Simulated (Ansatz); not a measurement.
Consider the ligand exchange at the Hf–N bond: `CC[N](C)[Hf]([OH])([OH])[F]` + HCl → `[OH][Hf]([OH])([F])[Cl]` + `CCNC`.

Isolated molecules relaxed with PBE0-D4/def2-TZVP in Ansatz; ΔE leaves out vibrations. CCSD(T)/CBS adds triple-zeta CCSD(T) − MP2 to the extrapolated MP2 energy (def2 sets, frozen cores). This one scheme is used for every species. def2 core potentials past Kr. For Hf outer-core shells are correlated without core-valence functions, which leaves a few kJ/mol of doubt a bond. One conformer a species, not always the lowest.

```tsv
level	ΔE (kJ/mol)
HF/def2-SVP	-141.3
CCSD(T)/def2-SVP	-97.7
MP2/def2-TZVPP	-97.8
CCSD(T)/def2-TZVPP	-98.5
```

Question: What does CCSD(T)/CBS give? (An estimate is asked.)

Answer: Computed: -104.1 kJ/mol. The listed levels differ from it by -37.2, 6.4, 6.3, 5.6 kJ/mol.

Largest T1 diagnostic among the species: 0.015.

At CCSD(T), def2-SVP lies +6.4 kJ/mol from the extrapolated value and def2-TZVPP +5.7 kJ/mol. From r2SCAN to r2SCAN0 (25 % exact exchange), in def2-TZVPP and without D4, ΔE moves by −4.6 kJ/mol.
